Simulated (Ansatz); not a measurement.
Consider the redistribution: `OB(F)[SiH2]S` + `[SiH3][SiH2]S` → `OB(F)[SiH2][SiH3]` + `S[SiH2]S`.

Calculated with Ansatz (gas phase, PBE0-D4/def2-TZVP geometries, no zero-point term in ΔE). CCSD(T)/CBS adds triple-zeta CCSD(T) − MP2 to the extrapolated MP2 energy (def2 sets, frozen cores). Each species was taken in one conformer, which may not be the lowest.

| level | ΔE (kJ/mol) |
| --- | --- |
| CCSD/def2-TZVPP | -9.4 |
| CCSD(T)/def2-TZVPP | -10.0 |

Question: What does CCSD(T)/CBS give? (Estimate.)

Answer: Ansatz gave: -9.8 kJ/mol. The listed levels differ from it by 0.4, -0.2 kJ/mol.

Largest T1 diagnostic among the species: 0.014.
